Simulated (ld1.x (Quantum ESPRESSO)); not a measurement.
**sulfur (S), ultrasoft: configuration errors across variants**

```
Element                 : S
Generator               : ld1.x (Quantum ESPRESSO) 7.5
Type                    : ultrasoft
Functional              : PBE
Relativity              : scalar-relativistic
Frozen core             : [Ne]
Valence charge          : 6
Reference configuration : 3s2 3p3.5 (charge +0.5)
Partial waves           : 3s (bound): rcut 1.25, rcutus 1.50 bohr; 3s channel at 0.05 Ry: rcut 1.25, rcutus 1.50 bohr; 3p (bound): rcut 1.40, rcutus 1.55 bohr; 3p channel at -0.5 Ry: rcut 1.40, rcutus 1.55 bohr
Local potential         : all-electron potential smoothed inside 1.35 bohr (lloc = -2)
Core correction         : a·sin(br)/r model core inside 1.00 bohr
Augmentation charge     : built from norm-conserving waves at rcut, not smoothed further
```

All-electron excitation energies from the reference (eV): (1) 3s2 3p4 -4.660; (2) 3s2 3p3 7.109; (3) 3s2 3p2 29.393; (4) 3s2 3p4.3 -6.369; (5) 3s2 3p1 63.434; (6) 3s0 3p6 16.080; (7) 3s1 3p5 5.651.

1 further variants failed, have other tests or too few solved ones, and are left out.

Errors AE − PS in meV (a dash: test not solved or not reliable):

| change | (1) | (2) | (3) | (4) | (5) | (6) | (7) | bound ghosts |
| --- | --- | --- | --- | --- | --- | --- | --- | --- |
| base | +0.6 | 0.0 | +7.0 | +1.0 | +39 | -2.6 | -0.4 | none |
| all radii but the core radius scaled by about 0.93 (s 1.40, p 1.44 bohr, rcut 1.16/1.30); local potential all-electron potential smoothed inside 1.26 bohr (lloc = -2) | +0.5 | -0.1 | +6.0 | +0.9 | +34 | -1.4 | -0.1 | none |
| all radii but the core radius scaled by about 1.05 (s 1.58, p 1.62 bohr, rcut 1.32/1.46); local potential all-electron potential smoothed inside 1.42 bohr (lloc = -2) | +0.6 | 0.0 | +7.5 | +1.0 | +41 | -3.1 | -0.5 | none |
| all radii but the core radius scaled by about 1.13 (s 1.70, p 1.74 bohr, rcut 1.40/1.58); local potential all-electron potential smoothed inside 1.52 bohr (lloc = -2) | +0.6 | +0.1 | +8.2 | +1.0 | +44 | -3.8 | -0.7 | none |
| all radii but the core radius scaled by about 1.20 (s 1.80, p 1.86 bohr, rcut 1.50/1.68); local potential all-electron potential smoothed inside 1.62 bohr (lloc = -2) | +0.6 | +0.1 | +8.6 | +1.0 | +46 | -5.2 | -1.0 | none |
| all radii but the core radius scaled by about 1.27 (s 1.90, p 1.96 bohr, rcut 1.58/1.78); local potential all-electron potential smoothed inside 1.72 bohr (lloc = -2) | +0.6 | +0.1 | +8.8 | +1.0 | +47 | -7.5 | -1.6 | none |
| all radii but the core radius scaled by about 1.40 (s 2.10, p 2.18 bohr, rcut 1.76/1.96); local potential all-electron potential smoothed inside 1.90 bohr (lloc = -2) | -0.4 | -1.3 | -3.5 | -1.3 | +31 | -23 | -5.0 | none |

Q: Give the same row for: all radii but the core radius scaled by about 0.87 (s 1.30, p 1.34 bohr, rcut 1.08/1.20); local potential all-electron potential smoothed inside 1.16 bohr (lloc = -2).

A: +0.5, -0.1, +5.1, +0.9, +30, +1.0, +0.5; bound ghosts: none.
